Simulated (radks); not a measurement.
Values are calculated unless marked as measured or tabulated.
Initial-state core-level shifts of the iodine ion I+ when its valence configuration changes from [Kr] 4d10 5s2 5p4. Level of theory: scalar-relativistic Kohn-Sham, PBE, spin-unpolarised, spherical densities, finite nucleus; Fermi nuclear charge, rms radius 4.75 fm (a radial shooting solver on a logarithmic mesh with Libxc functionals). Shifts are changes of the shell-averaged eigenvalues in eV (positive: less bound); the change of the density at the nucleus, which sets a Mossbauer isomer shift, is in e/bohr^3, on a base of 2.57e+05.

| valence | 2s | 3s | 3p | 4s | density at nucleus |
|---|---|---|---|---|---|
| 4d9 5s2 5p5 | -10.168 | -9.616 | -9.618 | -7.937 | +27.41 |
| 4d10 5s1 5p5 | -1.405 | -1.426 | -1.424 | -1.399 | -74.67 |
| 4d8 5s2 5p6 | -20.613 | -19.417 | -19.421 | -15.841 | +55.86 |
| 4d10 5p6 | -2.769 | -2.812 | -2.810 | -2.758 | -152.17 |
| 4d9 5s1 5p6 | -11.510 | -10.978 | -10.979 | -9.263 | -54.42 |
